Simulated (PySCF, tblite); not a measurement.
Parent: `[CH3:1][CH:2]([CH3:3])[P:4]1[CH2:5][CH2:6][S:7][CH2:8][CH2:9]1` with C1–C2–P4–C5 -168°, C2–P4–C5–C6 163°, P4–C5–C6–S7 -72°, C5–C6–S7–C8 63°, C6–S7–C8–C9 -63°, C7H15PS.

The geometries are computed with GFN2-xTB (gas phase). One conformer each, not checked by frequencies here.

| coordinate of the parent | value |
| --- | --- |
| C1–C2 | 1.526 Å |
| C2–C3 | 1.526 Å |
| C2–P4 | 1.878 Å |
| P4–C5 | 1.867 Å |
| C5–C6 | 1.519 Å |
| C6–S7 | 1.819 Å |
| S7–C8 | 1.819 Å |
| C8–C9 | 1.519 Å |
| P4–C9 | 1.867 Å |
| C1–C2–C3 | 110.2° |
| C1–C2–P4 | 109.7° |
| C3–C2–P4 | 109.7° |
| C2–P4–C5 | 98.5° |
| C2–P4–C9 | 98.5° |
| C5–P4–C9 | 96.5° |
| P4–C5–C6 | 111.1° |
| C5–C6–S7 | 112.2° |
| C6–S7–C8 | 98.6° |
| S7–C8–C9 | 112.2° |
| P4–C9–C8 | 111.1° |

Problem. How does the shared frame change in `[CH3:1][CH:2]([CH3:3])[PH+:4]1[CH2:5][CH2:6][S:7][CH2:8][CH2:9]1` (charge +1) with C1–C2–P4–C5 -179°, C2–P4–C5–C6 -173°, P4–C5–C6–S7 63°, C5–C6–S7–C8 -70°, C6–S7–C8–C9 70°, [C7H16PS]+? Atoms pair as C1 = C1, C2 = C2, C3 = C3, P4 = P4, C5 = C5, C6 = C6, S7 = S7, C8 = C8, C9 = C9 (parent first).

Solution. 
```csv
parent,relative,value in the relative,change
C1–C2,C1–C2,1.528 Å,+0.002
C2–C3,C2–C3,1.528 Å,+0.002
C2–P4,C2–P4,1.829 Å,-0.049
P4–C5,P4–C5,1.818 Å,-0.049
C5–C6,C5–C6,1.528 Å,+0.009
C6–S7,C6–S7,1.823 Å,+0.004
S7–C8,S7–C8,1.823 Å,+0.004
C8–C9,C8–C9,1.528 Å,+0.009
P4–C9,P4–C9,1.818 Å,-0.049
C1–C2–C3,C1–C2–C3,112.2°,+2.0
C1–C2–P4,C1–C2–P4,109.1°,-0.6
C3–C2–P4,C3–C2–P4,109.1°,-0.6
C2–P4–C5,C2–P4–C5,112.7°,+14.2
C2–P4–C9,C2–P4–C9,112.7°,+14.2
C5–P4–C9,C5–P4–C9,109.8°,+13.3
P4–C5–C6,P4–C5–C6,111.2°,+0.1
C5–C6–S7,C5–C6–S7,111.6°,-0.6
C6–S7–C8,C6–S7–C8,97.9°,-0.7
S7–C8–C9,S7–C8–C9,111.7°,-0.5
P4–C9–C8,P4–C9–C8,111.2°,+0.1
```

Of the parent's bonds, C2–P4, P4–C5 and P4–C9 change most and about equally (-0.049 Å). Point group Cs → Cs.
